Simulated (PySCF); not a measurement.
[FeCl4]2-: what the settings change

The complex [FeCl4]2- (charge -2) contains Fe(II), shell d6. The structure is a PBE0-D3(BJ)/def2-TZVP, IEF-PCM water geometry optimised for multiplicity 5; coordination tetrahedral, point group D2d, metal–donor distances 2.33 Å.

```
5

Fe    0.0000    0.0000    0.0000
Cl    1.2969    1.3652    1.3652
Cl    1.2969   -1.3652   -1.3652
Cl   -1.2969   -1.3652    1.3652
Cl   -1.2969    1.3652   -1.3652
```

Method (PySCF 2.14, density fitting): CASSCF(6,5) with orbitals averaged over all microstates of the shell, strongly contracted NEVPT2 on the averaged canonical orbitals; basis x2c-TZVPall on the metal, x2c-SVPall elsewhere; spin-free X2C; IEF-PCM water; spin-orbit coupling by state interaction with the mean-field operator over all roots.

Base run: NEVPT2 ground state 5A1 (from 5E), next 5B1 (from 5E) at 220, then 5E (from 5T2) at 3071 cm⁻¹, 10Dq(CASSCF) 2616, B(CASSCF) 1107, ζ 392 cm⁻¹, D 10.94 cm⁻¹, g 1.984 2.184 2.184, μeff(300 K) 5.27 μB.

(1) What happens with the basis x2c-TZVPall on all atoms?

(2) What happens with orbitals averaged over the highest spin alone?

No frequencies were computed for the optimised geometry. 5B1 (from 5E) (220 cm⁻¹) lies within 300 cm⁻¹ of 5A1 (from 5E) at NEVPT2 level, inside the method's error: they are parts of one split term, whose order is undecided, and g values and low-temperature moments can hang on it. NEVPT2 lifts 5E (from 5T2) from 2317 to 3071 cm⁻¹; on the d shell alone such lifts tend to overshoot.

Results:

(1) NEVPT2 ground state 5A1 (from 5E), next 5B1 (from 5E) at 198, then 5E (from 5T2) at 3062 cm⁻¹, 10Dq(CASSCF) 2643, B(CASSCF) 1106, ζ 392 cm⁻¹, D 10.95 cm⁻¹, g 1.980 2.185 2.185, μeff(300 K) 5.27 μB. It took 15 s against 9.1 s on a shared host of the same kind.

(2) NEVPT2 ground state 5A1 (from 5E), next 5B1 (from 5E) at 214, then 5E (from 5T2) at 2872 cm⁻¹, 10Dq(CASSCF) 2561, B(CASSCF) 1134, ζ 401 cm⁻¹, D 11.84 cm⁻¹, g 1.979 2.202 2.202, μeff(300 K) 5.31 μB.
